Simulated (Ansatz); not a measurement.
A search over several starts for the lowest SCF solution of Ge(OH)4 (GeO₄H₄) at the given spin, in a small basis.

```yaml
crystal:
  periodic: [false, false, false]
  atoms:
    - {symbol: Ge, position_ang: [0.000137, 0.000028, 0.000197]}
    - {symbol: O, position_ang: [0.029672, 0.097666, 1.777311]}
    - {symbol: H, position_ang: [-0.799936, 0.501540, 2.095776]}
    - {symbol: O, position_ang: [1.704591, -0.062266, -0.509290]}
    - {symbol: H, position_ang: [2.252629, 0.442772, 0.121062]}
    - {symbol: O, position_ang: [-0.960715, 1.395713, -0.545216]}
    - {symbol: H, position_ang: [-1.330467, 1.211572, -1.429630]}
    - {symbol: O, position_ang: [-0.773276, -1.431188, -0.722287]}
    - {symbol: H, position_ang: [-0.122624, -2.155837, -0.787933]}
basis:
  gaussian: {orbitals: def2-SVP, initial_orbitals: start.molden}
hamiltonian: {xc: pbe0, dispersion: d4}
output: {orbitals: {seedname: orbitals}}
```

The file start.molden holds the orbitals of an earlier run on this structure, at another level or in another basis.

```sh
$ ansatz run in.yaml --threads 4 --pin off --events-out ev --progress --plain --max-ram 3916MiB
```

It prints (some lines left out):

```
Functional definition: PBE0
1037 factors; integrals over basis functions are off by at most 8.3e-4 eV
mean field evaluation 1: about -64744.6309 eV, gradient 8.0e0 eV
mean field evaluation 2: about -64744.7723 eV, gradient 1.5e-1 eV
mean field evaluation 4: about -64744.9114 eV, gradient 1.1e-3 eV
mean field evaluation 8: about -64732.3584 eV, gradient 8.6e1 eV
mean field evaluation 16: about -64744.9114 eV, gradient 2.7e-2 eV
mean field -64744.91139239 eV, -2379.3316079931 hartree, gradient 3.5e-5 eV, S^2 0.000000; 1 other end points of the search recorded, 0 dependent functions left out
reference -64744.91141478 eV, -2379.3316088159 hartree; 34, 34 occupied and 74, 74 virtual orbitals, 1037 factors
Total energy: -64745.05578323 eV, -2379.3369142586 hartree
```

It took 1.8 s on 4 threads of Intel Xeon on a shared host.
